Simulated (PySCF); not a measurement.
SnF3, optimised at PBE/def2-SVP:

```xyz
4

Sn    -0.0890     0.0286     0.0292
F      0.0170     0.7370    -1.7995
F     -0.0024    -1.9262    -0.1383
F      1.5716     0.5712     0.9267
```

Computed with PySCF and rigid-rotor harmonic-oscillator thermochemistry at 1 bar. Open shells (unrestricted): SnF3 (multiplicity 2). Sn: scalar-relativistic def2 core potential, no spin-orbit coupling. SnF3: computed as isolated molecules; such fragments, hydroxides, amides, oligomers or adducts are transient or little studied in the gas.

Question: List the harmonic frequencies (cm⁻¹, unscaled) at this level and at the other levels, each on its own geometry.

Answer: 
- PBE/def2-SVP: 137, 140, 160, 565, 592, 592
- PBE0/def2-TZVP: 152, 153, 183, 613, 626, 626
